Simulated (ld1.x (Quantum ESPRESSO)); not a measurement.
# Tl: one change to a TM potential, before and after

| Property | Result |
| --- | --- |
| Element | thallium (Tl) |
| Generator | ld1.x (Quantum ESPRESSO) 7.5 |
| Type | norm-conserving Troullier–Martins (Kleinman–Bylander form) |
| Functional | PBE |
| Relativity | scalar-relativistic |
| Frozen core | [Xe] 4f14 5d10 |
| Valence charge | 3 |
| Reference configuration | 6s1.75 6p1.25 |
| Partial waves | 6p (bound): rc 2.80 bohr; 6d channel at 0.2 Ry: rc 2.85 bohr; 6s (bound): rc 2.15 bohr |
| Local potential | the s channel |
| Core correction | a·sin(br)/r model core, default radius (core density twice the valence density) |

All-electron outer shells of the reference configuration (PBE, scalar-relativistic, ld1.x):

```csv
shell,level (eV),outermost node (bohr),outermost maximum (bohr)
5p,-76.61,0.50,0.91
5d,-15.97,0.53,1.11
6s,-9.88,1.04,2.08
6p,-2.58,1.23,2.87
```

Change: core correction a·sin(br)/r model core inside 1.56 bohr.

Cutoffs: the cutoffs (Ry, on a coarse ladder) from which the occupation-weighted sum of valence levels, in a spherical-Bessel basis at the reference potential, stays within 10 and 1 mRy of its value at 400 Ry; they do not see the model core or the augmentation charge, which bear on the density cutoff. Errors are all-electron minus pseudo energies relative to the spin-unpolarised reference configuration.

Question: Predict the effect on cutoff, ghosts and configuration errors.

Answer: The potential gets neither clearly harder nor softer (18 Ry and 30 Ry → 18 Ry and 30 Ry); both files keep a bound ghost (d); the errors of the 7 common tests hardly move. The default core radius of the base comes out at 2.10 bohr. A model core, the more so a compact one, raises the density cutoff, which this test does not measure.

```csv
quantity,base,changed
"cutoff, loose",18 Ry,18 Ry
"cutoff, tight",30 Ry,30 Ry
bound ghosts,d,d
"error for 6s2 6p1, meV [ΔE -1.81 eV]",-2.4,-2.5
"error for 6s2 6p0, meV [ΔE 3.36 eV]",-17,-18
"error for 6s1 6p0, meV [ΔE 24.14 eV]",-327,-327
"error for 6s2 6p1.3, meV [ΔE -2.30 eV]",-4.5,-4.6
"error for 6s2 6p0.5, meV [ΔE 0.04 eV]",-2.1,-2.4
"error for 6s1 6p2, meV [ΔE 5.59 eV]",-28,-29
"error for 6s0 6p3, meV [ΔE 13.40 eV]",-142,-150
s: phases at 3.12 bohr within 0.05 rad from the reference energy up to (Ry; the scan ends near 5),1.6,1.6
p: phases at 3.12 bohr within 0.05 rad from the reference energy up to (Ry; the scan ends near 5),2.4,2.4
d: phases at 3.12 bohr within 0.05 rad from the reference energy up to (Ry; the scan ends near 5),0.6,0.6
```

 A true bound ghost makes a file unfit for plane-wave use even where its test errors are small: the radial tests pick states by their node count and pass the ghost by.
